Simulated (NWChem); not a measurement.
System: CCl2GaNO; SMILES O=C=[N][Ga]([Cl])[Cl]

NWChem input:

```
start job
memory heap 200 mb stack 900 mb global 1100 mb
geometry units angstroms noautoz
  Ga    -0.035077     0.329801     0.003794
  Cl    -1.964792     1.204818     0.008346
  Cl     1.691708     1.558661     0.002310
  N      0.136357    -1.454188     0.003007
  C      0.246684    -2.649168    -0.001830
  O      0.353803    -3.810443    -0.006010
end
basis spherical
  * library 6-31g*
end
dft
  xc b3lyp
  iterations 150
end
tddft
  nroots 6
  notriplet
end
task tddft energy
```

Output (shortened):

```
             Northwest Computational Chemistry Package (NWChem) 7.3.0
             --------------------------------------------------------

 C1  symmetry detected

                             Geometry "geometry" -> ""
                             -------------------------

 Output coordinates in angstroms (scale by  1.889725989 to convert to a.u.)

  No.       Tag          Charge          X              Y              Z
 ---- ---------------- ---------- -------------- -------------- --------------
    1 Ga                  31.0000     0.00025497     0.32366355     0.00013796
    2 Cl                  17.0000    -1.84028910     1.37336481    -0.00037132
    3 Cl                  17.0000     1.83326928     1.38759203    -0.00037487
    4 N                    7.0000     0.00599848    -1.46853254     0.00281802
    5 C                    6.0000     0.00536644    -2.66860165     0.00029519
    6 O                    8.0000     0.00465562    -3.83481233    -0.00163610

 Effective nuclear repulsion energy (a.u.)     573.6439132881

                                 NWChem DFT Module
                                 -----------------

 Summary of "ao basis" -> "ao basis" (spherical)
 ------------------------------------------------------------------------------
       Tag                 Description            Shells   Functions and Types
 ---------------- ------------------------------  ------  ---------------------
 Ga                          6-31g*                 12       32   5s4p3d
 Cl                          6-31g*                  8       18   4s3p1d
 N                           6-31g*                  6       14   3s2p1d
 C                           6-31g*                  6       14   3s2p1d
 O                           6-31g*                  6       14   3s2p1d

            General Information
            -------------------
          SCF calculation type: DFT
          Wavefunction type:  closed shell.
          No. of atoms     :     6
          No. of electrons :    86
           Alpha electrons :    43
            Beta electrons :    43
          Charge           :     0
          Spin multiplicity:     1
          Use of symmetry is: off; symmetry adaption is: off
          Maximum number of iterations: 150
          AO basis - number of functions:   110
                     number of shells:    46
          Convergence on energy requested:  1.00D-06
          Convergence on density requested:  1.00D-05
          Convergence on gradient requested:  5.00D-04

              XC Information
              --------------
                         B3LYP Method XC Potential
                     Hartree-Fock (Exact) Exchange  0.200
                        Slater Exchange Functional  0.800 local
                    Becke 1988 Exchange Functional  0.720 non-local
              Lee-Yang-Parr Correlation Functional  0.810
                  VWN I RPA Correlation Functional  0.190 local

             Grid Information
             ----------------
          Grid used for XC integration:  medium
          Radial quadrature: Mura-Knowles
          Angular quadrature: Lebedev.
          Tag              B.-S. Rad. Rad. Pts. Rad. Cut. Ang. Pts.
          ---              ---------- --------- --------- ---------
          Ga                  1.30      112           9.0       590
          Cl                  1.00       88          11.0       590
          N                   0.65       49          10.0       434
          C                   0.70       49          11.0       434
          O                   0.60       49          13.0       434
          Grid pruning is: on
          Number of quadrature shells:   435
          Spatial weights used:  Erf1

      Superposition of Atomic Density Guess
      -------------------------------------

 Sum of atomic energies:       -3008.55490837

      Non-variational initial energy
      ------------------------------

 Total energy =   -3010.450368
 1-e energy   =   -5325.534663
 2-e energy   =    1741.440382
 HOMO         =      -0.382011
 LUMO         =      -0.031648

   convergence    iter        energy       DeltaE   RMS-Dens  Diis-err
 ---------------- ----- ----------------- --------- --------- ---------
 d= 0,ls=0.0,diis     1  -3013.0922422828 -3.59D+03  1.79D-02  1.09D+00
 d= 0,ls=0.0,diis     2  -3012.9518859790  1.40D-01  9.55D-03  2.66D+00
 d= 0,ls=0.0,diis     3  -3013.2040269815 -2.52D-01  3.25D-03  2.35D-01
 d= 0,ls=0.0,diis     4  -3013.2193856950 -1.54D-02  1.38D-03  7.20D-02
 d= 0,ls=0.0,diis     5  -3013.2267544061 -7.37D-03  4.94D-04  3.86D-03
  Resetting Diis
 d= 0,ls=0.0,diis     6  -3013.2271844075 -4.30D-04  1.19D-04  1.44D-04
 d= 0,ls=0.0,diis     7  -3013.2272045122 -2.01D-05  4.54D-05  1.60D-05
 d= 0,ls=0.0,diis     8  -3013.2272030402  1.47D-06  2.75D-05  3.73D-05
 d= 0,ls=0.0,diis     9  -3013.2272055200 -2.48D-06  4.05D-06  6.00D-07
 d= 0,ls=0.0,diis    10  -3013.2272055734 -5.34D-08  1.39D-06  4.48D-08

         Total DFT energy =    -3013.227205573398
      One electron energy =    -5324.678330131871
           Coulomb energy =     1890.440687727106
    Exchange-Corr. energy =     -152.633476456703
 Nuclear repulsion energy =      573.643913288070

 Numeric. integr. density =       86.000000092424

                       DFT Final Molecular Orbital Analysis
                       ------------------------------------

 Vector   41  Occ=2.000000D+00  E=-3.414716D-01
              MO Center=  3.0D-03,  1.2D+00, -3.0D-04, r^2= 5.0D+00
   Bfn.  Coefficient  Atom+Function         Bfn.  Coefficient  Atom+Function
  ----- ------------  ---------------      ----- ------------  ---------------
    57      0.369807  3 Cl px                39      0.366446  2 Cl px
    40      0.355284  2 Cl py                58     -0.354288  3 Cl py
    44      0.194711  2 Cl py                62     -0.194206  3 Cl py
    61      0.182774  3 Cl px                43      0.180913  2 Cl px
    53     -0.144649  3 Cl px                35     -0.143343  2 Cl px

 Vector   42  Occ=2.000000D+00  E=-3.220778D-01
              MO Center=  4.4D-03, -2.0D+00,  1.2D-03, r^2= 3.4D+00
   Bfn.  Coefficient  Atom+Function         Bfn.  Coefficient  Atom+Function
  ----- ------------  ---------------      ----- ------------  ---------------
    73      0.449070  4 N  pz               101     -0.402993  6 O  pz
    77      0.343995  4 N  pz               105     -0.285445  6 O  pz
    41     -0.155784  2 Cl pz                59     -0.155622  3 Cl pz
    45     -0.094994  2 Cl pz                63     -0.094902  3 Cl pz
    13      0.083462  1 Ga pz                87      0.067515  5 C  pz

 Vector   43  Occ=2.000000D+00  E=-3.160925D-01
              MO Center=  3.4D-03, -2.0D+00,  8.6D-04, r^2= 3.6D+00
   Bfn.  Coefficient  Atom+Function         Bfn.  Coefficient  Atom+Function
  ----- ------------  ---------------      ----- ------------  ---------------
    71      0.455503  4 N  px                99     -0.402351  6 O  px
    75      0.348968  4 N  px               103     -0.285751  6 O  px
    40     -0.174833  2 Cl py                58      0.173404  3 Cl py
    44     -0.093893  2 Cl py                62      0.093213  3 Cl py
    85      0.085501  5 C  px                36      0.067748  2 Cl py

 Vector   44  Occ=0.000000D+00  E=-7.813247D-02
              MO Center=  3.0D-06,  6.2D-01, -2.3D-02, r^2= 4.3D+00
   Bfn.  Coefficient  Atom+Function         Bfn.  Coefficient  Atom+Function
  ----- ------------  ---------------      ----- ------------  ---------------
    10      0.907486  1 Ga s                 14     -0.662954  1 Ga s
    74      0.375673  4 N  s                 43      0.321589  2 Cl px
    61     -0.320621  3 Cl px                42      0.312980  2 Cl s
    60      0.312953  3 Cl s                 39      0.295971  2 Cl px
    57     -0.294986  3 Cl px                 6     -0.256569  1 Ga s

[...]

                                NWChem TDDFT Module
                                -------------------

            General Information
            -------------------
           No. of orbitals :     220
            Alpha orbitals :     110
             Beta orbitals :     110
        Alpha frozen cores :       0
         Beta frozen cores :       0
     Alpha frozen virtuals :       0
      Beta frozen virtuals :       0
         Spin multiplicity :       1
    Number of AO functions :     110
        Use of symmetry is : off
      Symmetry adaption is : off
         Schwarz screening :  0.10D-07

              XC Information
              --------------
                  B3LYP Method XC Potential
              Hartree-Fock (Exact) Exchange   0.20
                 Slater Exchange Functional   0.80 local
             Becke 1988 Exchange Functional   0.72 non-local
       Lee-Yang-Parr Correlation Functional   0.81
           VWN I RPA Correlation Functional   0.19 local

             TDDFT Information
             -----------------
          Calculation type : TDDFT
         Wavefunction type : Restricted singlets
          No. of electrons :      86
           Alpha electrons :      43
            Beta electrons :      43
              No. of roots :       6
          Max subspacesize :    5200
            Max iterations :     100
               Target root :       1
           Target symmetry : none
      Symmetry restriction : off
                 Algorithm : Optimal
        Davidson threshold :  0.10D-03

    6 smallest eigenvalue differences (eV)
--------------------------------------------------------
  No. Spin  Occ  Vir  Irrep   E(Occ)    E(Vir)   E(Diff)
--------------------------------------------------------
    1    1   43   44 a        -0.316    -0.078     6.475
    2    1   42   44 a        -0.322    -0.078     6.638
    3    1   43   45 a        -0.316    -0.072     6.640
    4    1   42   45 a        -0.322    -0.072     6.803
    5    1   41   44 a        -0.341    -0.078     7.166
    6    1   40   44 a        -0.347    -0.078     7.319
--------------------------------------------------------

  Entering Davidson iterations
  Restricted singlet excited states

  Iter   NTrls   NConv    DeltaV     DeltaE      Time
  ----  ------  ------  ---------  ---------  ---------
    1      6       0     0.24E+00   0.10+100       17.1
    2     18       0     0.11E+00   0.18E-01       20.2
    3     30       0     0.27E-01   0.33E-02       20.0
    4     42       0     0.12E-01   0.33E-03       20.4
    5     54       1     0.70E-02   0.15E-03       20.9
    6     64       1     0.35E-02   0.38E-04       19.8
    7     74       3     0.81E-03   0.41E-05       20.4
    8     80       5     0.20E-03   0.29E-06       21.0
    9     82       6     0.89E-04   0.17E-07       16.8
  ----  ------  ------  ---------  ---------  ---------
  Convergence criterion met

  Ground state a       -3013.227205573398 a.u.

  ----------------------------------------------------------------------------
  Root   1 singlet a              0.201096038 a.u.                5.4721 eV
  ----------------------------------------------------------------------------
     Transition Moments    X  0.01179   Y -0.00003   Z -0.00002
     Dipole Oscillator Strength                    0.0000186495
     Electric Quadrupole                           0.0000000002
     Magnetic Dipole                               0.0000001952
     Total Oscillator Strength                     0.0000188449

     Occ.   43  a   ---  Virt.   44  a    0.07961 X
     Occ.   43  a   ---  Virt.   45  a    0.99153 X
     Occ.   43  a   ---  Virt.   49  a   -0.08388 X
  ----------------------------------------------------------------------------
  Root   2 singlet a              0.203022814 a.u.                5.5245 eV
  ----------------------------------------------------------------------------
     Transition Moments    X  0.17814   Y -0.00059   Z -0.00000
     Dipole Oscillator Strength                    0.0042950774
     Electric Quadrupole                           0.0000000256
     Magnetic Dipole                               0.0000000020
     Total Oscillator Strength                     0.0042951049

     Occ.   40  a   ---  Virt.   45  a    0.05848 X
     Occ.   41  a   ---  Virt.   44  a   -0.13950 X
     Occ.   43  a   ---  Virt.   44  a    0.98328 X
     Occ.   43  a   ---  Virt.   45  a   -0.07982 X
  ----------------------------------------------------------------------------
  Root   3 singlet a              0.207860538 a.u.                5.6562 eV
  ----------------------------------------------------------------------------
     Transition Moments    X  0.00003   Y -0.00779   Z  0.04106
     Dipole Oscillator Strength                    0.0002420473
     Electric Quadrupole                           0.0000000053
     Magnetic Dipole                               0.0000000787
     Total Oscillator Strength                     0.0002421313

     Occ.   38  a   ---  Virt.   44  a   -0.07912 X
     Occ.   42  a   ---  Virt.   44  a    0.99461 X
  ----------------------------------------------------------------------------
  Root   4 singlet a              0.223570853 a.u.                6.0837 eV
  ----------------------------------------------------------------------------
     Transition Moments    X  0.42753   Y  0.06559   Z  0.00000
     Dipole Oscillator Strength                    0.0278839159
     Electric Quadrupole                           0.0000000142
     Magnetic Dipole                               0.0000000266
     Total Oscillator Strength                     0.0278839566

     Occ.   37  a   ---  Virt.   44  a    0.06465 X
     Occ.   40  a   ---  Virt.   45  a    0.25751 X
     Occ.   41  a   ---  Virt.   44  a    0.95087 X
     Occ.   42  a   ---  Virt.   45  a   -0.07602 X
     Occ.   43  a   ---  Virt.   44  a    0.11802 X
  ----------------------------------------------------------------------------
  Root   5 singlet a              0.223811338 a.u.                6.0902 eV
  ----------------------------------------------------------------------------
     Transition Moments    X  0.03765   Y -0.79732   Z -0.00012
     Dipole Oscillator Strength                    0.0950652334
     Electric Quadrupole                           0.0000006004
     Magnetic Dipole                               0.0000000002
     Total Oscillator Strength                     0.0950658341

     Occ.   39  a   ---  Virt.   44  a    0.29069 X
     Occ.   41  a   ---  Virt.   44  a    0.07871 X
     Occ.   42  a   ---  Virt.   45  a    0.91567 X
     Occ.   43  a   ---  Virt.   46  a   -0.24975 X
  ----------------------------------------------------------------------------
  Root   6 singlet a              0.225455053 a.u.                6.1349 eV
  ----------------------------------------------------------------------------
     Transition Moments    X -0.01047   Y  0.00022   Z -0.00057
     Dipole Oscillator Strength                    0.0000165224
     Electric Quadrupole                           0.0000000888
     Magnetic Dipole                               0.0000000758
     Total Oscillator Strength                     0.0000166870

     Occ.   40  a   ---  Virt.   44  a    0.99706 X

              Target root =      1
          Target symmetry = none
      Ground state energy =  -3013.227205573398
        Excitation energy =      0.201096038300
     Excited state energy =  -3013.026109535099

  stored tddft:energy   -3013.0261095350988
```

Level: B3LYP/6-31G* (spherical d), full TDDFT. Geometry: optimised at PBE0/def2-SVP. B3LYP is NWChem's, with the RPA form of VWN correlation.
